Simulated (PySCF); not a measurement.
M06-2X on S⁺ (sulfur, charge +1)

Configuration: [Ne] 3s2 3p3, high-spin 4S determinant. Calculation: PySCF 2.14, in def2-TZVP; the non-relativistic Hamiltonian (point nucleus).

```
Total energy                                     : -397.7122 hartree
One-electron energy                              : -543.1123 hartree
Hartree (Coulomb) energy                         : 170.7465 hartree
Exchange-correlation energy                      : -25.3463 hartree
Kinetic energy                                   : 397.25516 hartree
⟨S²⟩                                             : 3.7517
⟨L²⟩                                             : 0.000
Sum of ⟨r⟩                                       : 12.72 bohr
Sum of ⟨r²⟩                                      : 20.69 bohr²
Density at the nucleus (Gaussians lack the cusp) : 2570 bohr⁻³
Spin density at the nucleus                      : 0.747 bohr⁻³
Langevin diamagnetic susceptibility              : -16.4 ×10⁻⁶ cm³/mol
Time after the integrals                         : 0.57 s of wall time on 1 thread of Neoverse-N1 (shared host)
```

| shell | electrons | mean orbital energy (hartree) | rms radius, mean of both spins (bohr) |
| --- | --- | --- | --- |
| 1s α | 1 | -90.39935 | 0.113 |
| 1s β | 1 | -90.36748 | 0.113 |
| 2s α | 1 | -8.73605 | 0.522 |
| 2s β | 1 | -8.72504 | 0.522 |
| 2p α | 3 | -6.66405 | 0.492 |
| 2p β | 3 | -6.62786 | 0.492 |
| 3s α | 1 | -1.21209 | 1.79 |
| 3s β | 1 | -1.03085 | 1.79 |
| 3p α | 3 | -0.75749 | 2.02 |
